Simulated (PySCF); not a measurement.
Isomers of C7H13F, from PBE0-D3(BJ)/def2-SVP geometry optimisation, gas phase in PySCF 2.14.0. One conformer each, no zero-point energy, no frequencies.

Question: Which isomer lies lowest at this level?
A. `[CH2:1]=[C:2]([CH2:3][F:4])[C@@H:5]([CH3:6])[CH2:7][CH3:8]` with C1–C2–C3–F4 -1°, C1–C2–C5–C6 114°, C2–C5–C7–C8 57°: A = 2445, B = 1350, C = 1175 MHz, dipole 1.98 D
B. `CC(C)(C)[C@@H]1C[C@H]1F`: A = 3256, B = 1306, C = 1214 MHz, dipole 1.73 D
C. `[CH3:1][CH2:2][CH2:3]/[C:4]([CH3:5])=[CH:6]/[CH2:7][F:8]` with C1–C2–C3–C4 177°, C2–C3–C4–C5 63°, C4–C6–C7–F8 132°: A = 4701, B = 760.1, C = 693.7 MHz, dipole 2.40 D
D. `[CH2:1]=[C:2]([F:3])[CH2:4][C@H:5]([CH3:6])[CH2:7][CH3:8]` with C1–C2–C4–C5 -118°, C2–C4–C5–C6 -169°, C4–C5–C7–C8 -172°: A = 2930, B = 1162, C = 1030 MHz, dipole 1.34 D
E. `CC(C)(C)[C@@H]1C[C@@H]1F`: A = 2975, B = 1582, C = 1414 MHz, dipole 1.43 D
F. `[CH3:1][C:2]([CH3:3])=[C:4]([CH3:5])[CH2:6][CH2:7][F:8]` with C2–C4–C6–C7 95°, C4–C6–C7–F8 176°: A = 3235, B = 1092, C = 881.7 MHz, dipole 2.11 D

Answer: D. That is `C=C(F)C[C@H](C)CC`, 3.0 kcal/mol below the next.

```json
{"SMILES": "C=C(F)C[C@H](C)CC", "mapped SMILES": "[CH2:1]=[C:2]([F:3])[CH2:4][C@H:5]([CH3:6])[CH2:7][CH3:8]", "E (Eh)": "-373.71081", "relative (kcal/mol)": "0.0", "relative (kJ/mol)": "0.0", "dipole (D)": "1.34"}
{"SMILES": "CC(C)=C(C)CCF", "mapped SMILES": "[CH3:1][C:2]([CH3:3])=[C:4]([CH3:5])[CH2:6][CH2:7][F:8]", "E (Eh)": "-373.70597", "relative (kcal/mol)": "3.0", "relative (kJ/mol)": "12.7", "dipole (D)": "2.11"}
{"SMILES": "CCC/C(C)=C/CF", "mapped SMILES": "[CH3:1][CH2:2][CH2:3]/[C:4]([CH3:5])=[CH:6]/[CH2:7][F:8]", "E (Eh)": "-373.70304", "relative (kcal/mol)": "4.9", "relative (kJ/mol)": "20.4", "dipole (D)": "2.40"}
{"SMILES": "C=C(CF)[C@@H](C)CC", "mapped SMILES": "[CH2:1]=[C:2]([CH2:3][F:4])[C@@H:5]([CH3:6])[CH2:7][CH3:8]", "E (Eh)": "-373.70211", "relative (kcal/mol)": "5.5", "relative (kJ/mol)": "22.8", "dipole (D)": "1.98"}
{"SMILES": "CC(C)(C)[C@@H]1C[C@H]1F", "mapped SMILES": "[CH3:1][C:2]([CH3:3])([CH3:4])[C@@H:5]1[CH2:6][C@H:7]1[F:8]", "E (Eh)": "-373.70042", "relative (kcal/mol)": "6.5", "relative (kJ/mol)": "27.3", "dipole (D)": "1.73"}
{"SMILES": "CC(C)(C)[C@@H]1C[C@@H]1F", "mapped SMILES": "[CH3:1][C:2]([CH3:3])([CH3:4])[C@@H:5]1[CH2:6][C@@H:7]1[F:8]", "E (Eh)": "-373.69956", "relative (kcal/mol)": "7.1", "relative (kJ/mol)": "29.5", "dipole (D)": "1.43"}
```

As drawn, the lowest has a C=C bond outside aromatic rings, which the highest lacks; the highest has a three-membered ring and a quaternary carbon, which the lowest lacks.
